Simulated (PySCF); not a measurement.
CH6OSi2, SMILES O1C[SiH2][SiH2]1.

Geometry: TPSSh-D3(BJ)/def2-SVP.

All values below come from TPSSh-D3(BJ)/def2-SVP (PySCF).

Frequencies are harmonic and unscaled.

```tsv
mode	ν (cm⁻¹)	IR (km/mol)	Raman (Å⁴/amu)	depolarisation	moving atoms (share of kinetic energy)
1	75	4.1	0.2	0.75	O 39 %, H 38 %, C 17 %
2	335	14.6	1.5	0.75	H 98 %
3	415	11.2	7.3	0.68	Si 52 %, O 30 %, C 11 %
4	442	0.1	28.0	0.32	Si 78 %, H 13 %
5	477	0.2	5.8	0.75	H 93 %
6	604	1.5	13.1	0.75	H 87 %, Si 11 %
7	646	6.8	19.4	0.21	H 44 %, C 43 %, Si 12 %
8	674	22.9	12.2	0.75	H 87 %
9	716	105.8	1.1	0.74	H 58 %, Si 20 %, C 17 %
10	765	9.5	10.6	0.32	O 41 %, H 31 %, Si 19 %, C 10 %
11	832	14.4	7.0	0.75	H 72 %, C 23 %
12	851	194.8	7.6	0.32	H 60 %, Si 24 %, O 14 %
13	947	112.1	14.8	0.75	H 94 %
14	986	235.7	11.6	0.73	H 73 %, O 11 %, C 10 %
15	1014	29.6	4.3	0.71	O 37 %, C 32 %, H 31 %
16	1197	0.4	5.1	0.75	H 91 %
17	1263	6.0	2.6	0.33	H 76 %, C 18 %
18	1473	0.7	16.4	0.69	H 93 %
19	2236	183.6	51.8	0.61	H 98 %
20	2239	57.0	183.0	0.75	H 96 %
21	2243	64.7	409.8	0.06	H 98 %
22	2251	193.2	64.1	0.75	H 96 %
23	3029	44.9	165.9	0.12	H 95 %
24	3082	19.1	120.7	0.75	H 90 %, C 10 %
```
